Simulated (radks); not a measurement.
Results of a calculation; reference values are marked as such.
Si V, 10 electrons, occupied as [He] 2p6 3p2 (not the ground configuration).

Code: a radial shooting solver on a logarithmic mesh with Libxc functionals. Model: Dirac Kohn-Sham, OLYP, spin-unpolarised, spherical densities, point nucleus; open shells fill j = l - 1/2 first.

Energy parts (eV):
total: -7456.749
kinetic: 7479.512
electron-nucleus: -17016.493
Hartree: 2560.655
exchange-correlation: -480.424

Orbitals (lengths in bohr, moments of r in powers of bohr; <r^-3> diverges for s and p1/2):
\begin{tabular}{lrrrrr}
orbital & occ. & eigenvalue (eV) & <r> & <r^-3> & <r^4> \\ \hline
1s1/2 & 2 & -1898.227 & 0.1111 & - & 0.0007149 \\
2s1/2 & 0 & -231.6476 & 0.5383 & - & 0.2091 \\
2p1/2 & 2 & -190.0499 & 0.4935 & - & 0.1896 \\
2p3/2 & 4 & -189.3026 & 0.4953 & 54.81 & 0.1919 \\
3p1/2 & 2 & -51.5387 & 1.668 & - & 16.07 \\
3p3/2 & 0 & -51.4346 & 1.671 & 7.641 & 16.19 \\
3d3/2 & 0 & -37.9188 & 1.755 & 0.6926 & 22.68 \\
3d5/2 & 0 & -37.9088 & 1.755 & 0.6906 & 22.70 \\
\end{tabular}

The highest occupied level is 3p1/2 at -51.539 eV. The configuration is held as typed, so some empty levels lie below it. The density falls to 0.001 e/bohr^3 at r = 3.09 bohr.
